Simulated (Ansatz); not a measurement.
Species: CH3AlF, charge 1, singlet. CH3AlF+ (SMILES [CH3][Al+][F]).
B3LYP-D3(BJ)/def2-TZVP minimum from Ansatz (a first-principles code):
```xyz
6

Al     0.0001    -0.1021     0.0684
C     -0.0022     1.4873    -0.9953
H     -0.7308     2.1858    -0.5791
H     -0.2744     1.2229    -2.0190
H      0.9975     1.9257    -0.9716
F      0.0021    -1.4367     0.9614
```
Charge +1, spin multiplicity 1.

Hartree-Fock and CCSD(T) correlation energies in hartree (Ansatz). Open shells are spin-unrestricted; no spin-orbit coupling. Cores are frozen in correlated methods. No relativity. The spin of CH3AlF+ ([CH3][Al+][F], singlet) was assumed, and the state is the lowest solution found for it.

| basis | X | E(HF) | E(corr, CCSD(T)) |
|---|---|---|---|
| cc-pV(T+d)Z | 3 | -380.83738 | -0.51803 |
| cc-pV(Q+d)Z | 4 | -380.85166 | -0.55398 |
| cc-pV(5+d)Z | 5 | -380.85505 | withheld |

Question: Fit E(corr) = E∞ + A/X³ to X = 3 and 4, predict X = 5, and compare with the run.

Answer: A = (-0.51803 - (-0.55398))/(1/27 - 1/64) = 1.6790; E∞ = -0.55398 - A/64 = -0.58021; at X = 5, E∞ + A/125 = -0.56678. The run gave -0.56684, 0.06 mEh below the prediction. The same form on X = 4 and 5 gives E∞ = -0.58033, 0.12 mEh below the first estimate.
